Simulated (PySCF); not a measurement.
A structure optimised at PBE-D3(BJ)/def2-TZVP, used in a PySCF frequency run:

```
Ag
I 1 2.5671
```
Charge 0, spin multiplicity 1.

Q: Write its SMILES, formula and point group.

A: [Ag][I], AgI, C∞v

Q: What are its rotational constants (standard atomic weights)?

A: 1.3152 GHz (linear rotor, B only)
